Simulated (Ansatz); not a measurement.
Isolated molecules relaxed with PBE0-D4/def2-TZVP in Ansatz; ΔE leaves out vibrations. CCSD(T)/CBS adds triple-zeta CCSD(T) − MP2 to the extrapolated MP2 energy (def2 sets, frozen cores). This one scheme is used for every species. DFT in def2-TZVPP. B3LYP here is the variant with VWN-RPA as its local correlation; programs differ in this. One conformer a species, not always the lowest.

Reaction (cleavage of the Si–Si bond): `C[Si@H](O)[Si@H](O)F` + `C[SiH](N)O` → `C[Si@H](O)N[Si@@H](O)F` + `C[SiH2]O`

```
         level  ΔE (kJ/mol)
      B3LYP-D4       -104.0
        r2SCAN       -104.9
MP2/def2-TZVPP       -118.8
 HF/def2-QZVPP       -124.8
```

Task: What does CCSD(T)/CBS give? (Estimate.)

Result: Ansatz gave: -110.0 kJ/mol. The listed levels differ from it by 6.0, 5.1, -8.8, -14.8 kJ/mol.

Largest T1 diagnostic among the species: 0.012.

From PBE to PBE0 (25 % exact exchange), in def2-TZVPP and without D4, ΔE moves by −10.1 kJ/mol. In def2-TZVPP, CCSD(T) changes the Hartree–Fock value by +10.8 kJ/mol (the triples alone add +1.4 kJ/mol) and MP2 by +4.8 kJ/mol.
